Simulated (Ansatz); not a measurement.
Reaction (substitution at a C–Ge bond): `[NH2][AlH][CH2][GeH3]` + CH₃NH₂ → `CN[CH2][AlH][NH2]` + GeH₄

Gas-phase electronic energies from Ansatz, PBE0-D4/def2-TZVP geometries. CBS: MP2 limit from def2 TZ/QZ plus the TZ coupled-cluster correction, frozen cores. For Ge outer-core shells are correlated without core-valence functions, which leaves a few kJ/mol of doubt a bond. Scalar relativity is left out up to krypton. Each species was taken in one conformer, which may not be the lowest.

```json
{"species": "`[NH2][AlH][CH2][GeH3]`", "CCSD/CBS(def2) energy (Eh)": "-2415.70585"}
{"species": "CH₃NH₂", "CCSD/CBS(def2) energy (Eh)": "-95.73816"}
{"species": "`CN[CH2][AlH][NH2]`", "CCSD/CBS(def2) energy (Eh)": "-432.92538"}
{"species": "GeH₄", "CCSD/CBS(def2) energy (Eh)": "-2078.48639"}
```

Work out ΔE.

ΔE = (-432.92538) + (-2078.48639) − (-2415.70585) − (-95.73816) = 0.03224 Eh = +0.88 eV. CCSD(T)/CBS gives +0.87 eV.

Largest T1 diagnostic among the species: 0.012.

From PBE to PBE0 (25 % exact exchange), in def2-TZVPP and without D4, ΔE moves by +0.04 eV.
